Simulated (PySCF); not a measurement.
A structure optimised at PBE0-D3(BJ)/def2-SVP, used in a PySCF frequency run:

```xyz
10

Ga    -0.0002    -0.3280     0.0000
H      0.0016    -1.9094     0.0000
C      0.0000     0.6147     1.7302
H      0.8889     0.3287     2.3166
H     -0.0099     1.7092     1.6233
H     -0.8768     0.3130     2.3269
C      0.0000     0.6147    -1.7302
H      0.8889     0.3287    -2.3166
H     -0.8768     0.3130    -2.3269
H     -0.0099     1.7092    -1.6233
```

### Question
Write its SMILES, formula and point group.

### Answer
[CH3][GaH][CH3], C₂H₇Ga, Cs

### Question
What are its rotational constants (standard atomic weights)?

### Answer
17.174, 4.9497, 4.0352 GHz
